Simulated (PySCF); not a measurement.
Molecule: C₄H₆Cl₂Ge, SMILES C=[CH][Ge]([Cl])([Cl])[CH]=C, singlet. Atoms near the plane z = 1.0 Å, at the PBE0/def2-SVP optimised geometry (x, y, z in Å): C2 (-0.8, -2.8, 1.5), Ge3 (-0.2, -1.7, 0.0), Cl5 (1.9, -1.7, 0.0), C6 (-0.9, 0.1, 0.0), H8 (1.1, -3.3, 2.2), H10 (-1.9, -2.9, 1.6), H11 (-0.6, 0.7, 0.9).

Method: PBE0/def2-TZVP (PySCF). The values are rescaled to run from 0 to 1.

```
|111111111111111111111111111|
|111111111111111111111111111|
|111111111111111111111111111|
|111111111111111111111111111|
|111111111111111111111111111|
|111111111111111111111111111|
|111111111111111111111111111|
|111111111111111111111111111|
|111111111100011111111111111|
|111111111000001111111111111|
|111111111123101111111111111|
|111111111258311111111111111|
|111111111145211111111111111|
|111111111112111111111111111|
|111111111011100111111111111|
|111111111111000011111111111|
|111111111110000011122111111|
|111111110000000011222111111|
|111111110111100011222211111|
|111111101134310011222211111|
|111111111258631011222111111|
|111111012379730001112111111|
|111110123346410001111111111|
|111110023101210001111111111|
|111111011001110011111111111|
|111111111011111111111111111|
|111111111111111111111111111|
```
Scale: ten equal steps from 0.000 (start of '0') to 1.00 (end of '9'), in the order '0123456789'; x runs from -4.00 to 4.00, y from -4.00 (bottom) to 4.00 (top).

Task: Which quantity is mapped?
A) electron localisation function
B) Laplacian of the electron density
C) deformation density (molecule minus spherical neutral atoms)
D) log10 of the electron density

Result: C, deformation density (molecule minus spherical neutral atoms). In full: deformation density (molecule minus spherical neutral atoms) (e/bohr³).
